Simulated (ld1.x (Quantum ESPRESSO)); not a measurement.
# Logarithmic derivatives: Ti (Z = 22), TM

* Element: titanium
* Generator: ld1.x (Quantum ESPRESSO) 7.5
* Type: norm-conserving Troullier–Martins (Kleinman–Bylander form)
* Functional: PBEsol
* Relativity: scalar-relativistic
* Frozen core: [Ar]
* Valence charge: 4
* Reference configuration: 3d2 4s0 4p0 (charge +2)
* Partial waves: 4s (bound, empty): rc 1.05 bohr; 3d (bound): rc 2.45 bohr; 4f channel at 0.45 Ry: rc 3.65 bohr; 4p (bound, empty): rc 3.35 bohr
* Local potential: the p channel
* Core correction: a·sin(br)/r model core, default radius (core density twice the valence density)

The phase is arctan(r·u′/u) with u = r·R(r), unwrapped; energies in Ry, scanned from -3 to 5 Ry. A pole is an energy at which the radial function vanishes at the test radius. The pseudo phase is shifted by a multiple of π to meet the all-electron one at the reference energy, and phase errors are pseudo minus all-electron; the curves can meet again beyond the range given. Levels narrower than the energy grid can be missing from the lists of poles.

Question: For each channel, where are the poles, and over which energies does the pseudopotential scatter like the atom?

Answer:

```json
{"channel": "s", "radius (bohr)": "3.97", "reference energy (Ry)": "-1.22", "poles, all-electron": "-0.87, 2.40", "poles, pseudo": "-0.86, 2.71", "unbroken range about the reference energy with phases within 0.05 rad": "below -1.2", "phase error 1 Ry above the reference energy (rad)": "+0.019"}
{"channel": "p", "radius (bohr)": "3.97", "reference energy (Ry)": "-0.90", "poles, all-electron": "-0.33, 2.99", "poles, pseudo": "-0.34, 2.45", "unbroken range about the reference energy with phases within 0.05 rad": "below 0.5", "phase error 1 Ry above the reference energy (rad)": "-0.013"}
{"channel": "d", "radius (bohr)": "3.97", "reference energy (Ry)": "-1.44", "poles, all-electron": "-1.42, 0.66, 3.92", "poles, pseudo": "-1.42, 1.18", "unbroken range about the reference energy with phases within 0.05 rad": "below -0.8", "phase error 1 Ry above the reference energy (rad)": "+0.306"}
{"channel": "f", "radius (bohr)": "3.97", "reference energy (Ry)": "0.45", "poles, all-electron": "1.01, 3.89", "poles, pseudo": "1.01, 4.46", "unbroken range about the reference energy with phases within 0.05 rad": "below 1.9", "phase error 1 Ry above the reference energy (rad)": "+0.008"}
```

Note: ghost state, extra bound levels that the all-electron valence spectrum of the same l lacks: s at -15.8 eV. A true bound ghost makes a file unfit for plane-wave use. The 4s radius (1.05 bohr) lies inside the outermost node of the all-electron wave (1.23 bohr), which a nodeless pseudo-wave cannot match soundly.

Phases in the p channel:

```
E (Ry)  all-electron  pseudo
 -3.00         1.388   1.387
 -2.52         1.357   1.357
 -2.04         1.305   1.304
 -1.56         1.177   1.175
 -1.08         0.296   0.294
 -0.60        -1.423  -1.425
 -0.12        -1.640  -1.647
  0.36        -1.783  -1.813
  0.84        -2.128  -2.430
  1.32        -3.963  -4.327
  1.80        -4.500  -4.595
  2.28        -4.627  -4.688
  2.76        -4.690  -4.752
  3.24        -4.735  -4.822
  3.72        -4.780  -4.969
  4.20        -4.841  -6.180
  4.68        -4.966  -7.593
```
